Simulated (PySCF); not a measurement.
CH4AlBrO, SMILES [Br][Al]([CH3])[OH]. Geometry: PBE-D3(BJ)/def2-SVP. The structure was generated by enumeration; whether it is a known compound was not checked. Other conformers were not sampled.

Computed equilibrium geometry at PBE-D3(BJ)/def2-SVP (PySCF confirms it by a frequency run) as Cartesian coordinates in Å, and its point group (one conformer of several):
point group Cs.
```xyz
8

Al    -0.1024     0.9508     0.0000
Br     0.0890    -1.3240     0.0000
C      1.4561     2.1119     0.0000
H      2.0892     1.9236    -0.8915
H      1.1561     3.1787     0.0000
H      2.0892     1.9236     0.8915
O     -1.6712     1.6458     0.0000
H     -2.4841     1.1158     0.0000
```
Charge 0, spin multiplicity 1.
